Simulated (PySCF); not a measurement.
Ge(H)2(OEt)(NH2) (C2H9GeNO), SMILES CC[O][GeH2][NH2].

The structure is a stationary point at PBE-D3(BJ)/def2-SVP. Other conformers were not sampled.

Two levels are set side by side: PBE/def2-TZVP (PySCF) and M06-2X/def2-TZVP (PySCF). Same geometry, gas phase. Differences are taken from unrounded values.

```tsv
quantity	M06-2X
orbital gap (eV)	10.21
highest occupied level (eV)	-8.97
lowest empty level (eV)	1.24
dipole moment (D)	2.00
mean polarisability (bohr³)	66.2
```

Problem. What does PBE give, and how far is it from M06-2X? (An estimate is asked for; the answer gives what the named calculation found.)

Solution. 
```csv
quantity,PBE,PBE minus M06-2X
orbital gap (eV),5.70,-4.50
highest occupied level (eV),-5.94,3.02
lowest empty level (eV),-0.24,-1.48
dipole moment (D),1.89,-0.11
mean polarisability (bohr³),71.1,4.8
```

Without exact exchange PBE keeps part of each electron's self-repulsion, which lifts occupied levels and narrows the gap. PBE's more diffuse valence density responds more strongly to a field. Differences between two approximate levels are no errors against the true value.

Rough cost on one machine, each run with all the roots and properties that it gave: M06-2X against PBE about 3 times.
